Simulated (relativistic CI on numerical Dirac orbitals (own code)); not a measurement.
# Energy levels of Eu XII

These numbers are calculated, not measured: Dirac-Coulomb-Breit CI, orbitals from a KLI potential per configuration, QED by a radiative potential, unscaled Slater integrals (own radial code, finite nucleus).

CI space (outside the closed core [Kr] 4d10): 4f⁴5s², 4f²5s²5p², 4f³5s²5p, 4f⁴5s5p, 4f⁶, 4f²5s²5d², 4f²5s²5p6s, 4f³5s²6s, 4f²5s²5d6s, 4f²5s²6s². Levels of other configurations are missing.

The lowest level is 4f⁴5s² ⁵I4, with 97 % of that term; Hund's rules for 4f⁴5s² give ⁵I with J = 4, in agreement.

```tsv
No.	Configuration	Term	J	E (eV)	%	Next component (%)	Landé g	jj configuration (%)
1	4f⁴5s²	⁵I	4	0.0000	97	3 ³H	0.604	4f5/2^3 4f7/2 (40)
2	4f⁴5s²	⁵I	5	0.2876	98	1 ³H	0.900	4f5/2^3 4f7/2 (62)
3	4f⁴5s²	⁵I	6	0.5998	99	1 ³K	1.070	4f5/2^2 4f7/2^2 (72)
4	4f⁴5s²	⁵I	7	0.9269	98	2 ³K	1.175	4f5/2 4f7/2^3 (49)
5	4f⁴5s²	⁵I	8	1.2621	96	4 ³K	1.244	4f5/2 4f7/2^3 (45)
6	4f⁴5s²	⁵F	1	2.6634	94	5 ³D	0.025	4f5/2^3 4f7/2 (70)
7	4f⁴5s²	⁵F	2	2.7464	93	5 ³D	1.006	4f5/2^2 4f7/2^2 (53)
8	4f⁴5s²	⁵F	3	2.9117	95	2 ³F	1.240	4f5/2^3 4f7/2 (50)
9	4f⁴5s²	⁵S	2	3.0761	93	6 ³P	1.962	4f5/2^2 4f7/2^2 (48)
10	4f⁴5s²	⁵F	4	3.0885	88	6 ³G	1.313	4f5/2^2 4f7/2^2 (46)
11	4f⁴5s²	³K	6	3.2463	98	1 ¹I	0.859	4f5/2^2 4f7/2^2 (49)
12	4f⁴5s²	⁵F	5	3.3484	91	7 ³G	1.379	4f5/2^2 4f7/2^2 (45)
13	4f⁴5s²	³K	7	3.5010	84	14 ³L	1.001	4f5/2^3 4f7/2 (48)
14	4f⁴5s²	³H	4	3.6493	57	18 ³G	0.929	4f5/2^4 (47)
15	4f⁴5s²	³K	8	3.8001	73	13 ³L	1.098	4f5/2^3 4f7/2 (45)
16	4f⁴5s²	⁵G	2	3.8697	91	7 ³F	0.364	4f5/2^3 4f7/2 (42)
17	4f⁴5s²	⁵G	3	3.8998	61	34 ³G	0.866	4f5/2^3 4f7/2 (86)
18	4f⁴5s²	³H	5	4.1169	60	18 ⁵G	1.116	4f5/2^2 4f7/2^2 (40)
19	4f⁴5s²	⁵G	4	4.2965	73	20 ³H	1.072	4f5/2^2 4f7/2^2 (72)
20	4f⁴5s²	³G	3	4.4402	62	34 ⁵G	0.819	4f5/2^2 4f7/2^2 (69)
21	4f⁴5s²	³L	7	4.5776	85	14 ³K	0.895	4f5/2^2 4f7/2^2 (49)
22	4f⁴5s²	³D	2	4.6280	60	19 ³P	1.208	4f5/2^2 4f7/2^2 (34)
23	4f⁴5s²	⁵G	5	4.6504	72	26 ³H	1.202	4f5/2 4f7/2^3 (49)
24	4f⁴5s²	³H	6	4.6840	59	39 ⁵G	1.228	4f5/2 4f7/2^3 (56)
25	4f⁴5s²	³L	8	4.7945	68	15 ³M	1.010	4f5/2^2 4f7/2^2 (60)
26	4f⁴5s²	³D	1	4.8446	50	46 ³P	0.941	4f5/2^2 4f7/2^2 (63)
27	4f⁴5s²	³G	4	4.9829	61	17 ⁵G	1.045	4f5/2 4f7/2^3 (76)
28	4f⁴5s²	³L	9	4.9892	79	21 ³M	1.089	4f5/2^2 4f7/2^2 (70)
29	4f⁴5s²	⁵G	6	5.0149	59	39 ³H	1.263	4f5/2 4f7/2^3 (46)
30	4f⁴5s²	³M	8	5.0280	48	38 ¹L	0.952	4f5/2^2 4f7/2^2 (64)
31	4f⁴5s²	³D	3	5.1483	87	8 ³F	1.309	4f5/2^2 4f7/2^2 (59)
32	4f⁴5s²	³P	0	5.1747	100			4f5/2^2 4f7/2^2 (89)
33	4f⁴5s²	¹D	2	5.2933	40	33 ³P	1.113	4f5/2^3 4f7/2 (49)
34	4f⁴5s²	³G	5	5.4546	73	11 ³H	1.182	4f7/2^4 (51)
35	4f⁴5s²	³F	4	5.5217	72	14 ¹G	1.202	4f5/2^2 4f7/2^2 (71)
36	4f⁴5s²	³P	1	5.5973	54	44 ³D	1.033	4f5/2 4f7/2^3 (85)
37	4f³5s²5p	⁵K	5	5.6462	69	22 ³I	0.723	4f5/2^3 5p1/2 (65)
38	4f⁴5s²	³M	9	5.7372	79	21 ³L	1.031	4f5/2 4f7/2^3 (70)
39	4f⁴5s²	³I	5	5.7949	89	5 ¹H	0.851	4f5/2^2 4f7/2^2 (41)
40	4f⁴5s²	³F	2	5.8260	52	33 ³P	1.024	4f5/2 4f7/2^3 (57)
41	4f⁴5s²	³M	10	5.8648	99	1 ¹N	1.098	4f5/2 4f7/2^3 (61)
42	4f⁴5s²	³F	3	5.9483	87	7 ³D	1.105	4f5/2 4f7/2^3 (65)
43	4f⁴5s²	¹L	8	5.9710	53	34 ³M	0.969	4f5/2 4f7/2^3 (51)
44	4f⁴5s²	³I	6	6.0004	92	4 ³H	1.027	4f5/2^2 4f7/2^2 (52)
45	4f⁴5s²	³I	7	6.0953	94	4 ¹K	1.134	4f5/2^2 4f7/2^2 (48)
```

Energies count from the lowest computed level. Filled j subshells are mostly left out of the jj labels.

The mean weight of the leading LS term, summed over parents, in these 45 levels is 77 %, and that of the leading jj configuration (from the same eigenvectors) 57 %, so LS coupling describes them better.

At this charge transitions that keep the count of f electrons are usually good to a few per cent. Terms inside the open d or f shell come out 10 to 20 % too wide with unscaled integrals. Levels and lines within the n = 5 or 6 shells can be off by up to 10 % or somewhat more, and those that change n by about 2 %, since core polarisation is missing. Levels that differ in their count of f electrons can be misplaced by several ten thousand cm⁻¹, since the correlation energy of f electrons is missing or only estimated; rates across such gaps can be off by orders of magnitude.

Landé's interval rule says that E(J) − E(J−1) = AJ with one A. For the ground term the intervals give A = 464.0, 419.6, 376.9, 338.0 cm⁻¹ for J = 5, 6, 7, 8; the multiplet is regular.

LS names give the leading component of a level, which can be under half, so a name can repeat, a term be missing and a line seem to break the LS rules.
